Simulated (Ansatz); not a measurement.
C2H5AlO2, relaxed with RKS PBE-D4/def2-SVP in Ansatz from a rough embedded geometry. The force threshold is 0.03 eV/Å; the program also tests the step.

Total charge 0; spin multiplicity 1. The bonds changed during the relaxation, so this is another structure than the one it started from.

Start:

```xyz
10

C    -0.460   -0.364   -1.503
Al    0.971   -0.657   -0.244
O     0.908    0.128    1.435
C    -0.082    0.924    2.014
O    -1.110    1.209    1.234
H    -0.638    0.718   -1.726
H    -1.457   -0.750   -1.063
H    -0.308   -0.901   -2.428
H     2.211   -1.608   -0.662
H    -0.034    1.302    2.944
```

```
         step  energy (eV)  largest force (eV/Å)  largest move (Å)
            1  -12829.4652                11.450             0.000
            2  -12830.2919                 3.874             0.195
 3 (rejected)  -12830.2568                 2.983             0.195
            4  -12830.4899                 0.632             0.095
            5  -12830.5204                 0.233             0.098
            6  -12830.5231                 0.146             0.082
            7  -12830.5264                 0.082             0.118
 8 (rejected)  -12830.5053                 1.303             0.195
            9  -12830.5291                 0.102             0.098
           10  -12830.5301                 0.394             0.097
           11  -12830.5376                 0.089             0.150
13 (rejected)  -12830.4833                 2.035             0.198
           15  -12830.5604                 0.309             0.100
           17  -12830.5884                 1.672             0.194
           19  -12830.9098                 1.098             0.200
21 (rejected)  -12831.0209                 1.956             0.190
           23  -12831.2233                 0.152             0.100
           25  -12831.2289                 0.078             0.056
27 (rejected)  -12831.2309                 0.247             0.110
           29  -12831.2338                 0.068             0.055
           31  -12831.2348                 0.070             0.040
           33  -12831.2361                 0.085             0.062
           35  -12831.2369                 0.003             0.025
           37  -12831.2372                 0.029             0.020
```

End:

```xyz
10

C    -0.542   -0.240   -1.591
Al    0.395   -0.654    0.072
O     1.207    0.933    0.907
C     0.273    0.864    1.774
O    -0.594   -0.068    1.668
H    -1.032    0.756   -1.558
H    -1.329   -0.993   -1.811
H     0.153   -0.242   -2.459
H     1.253   -1.958    0.390
H     0.215    1.602    2.608
```

It took 33 s on 4 threads of an Arm Neoverse V2 on a shared host, with 0.14 GiB of host memory at the peak.
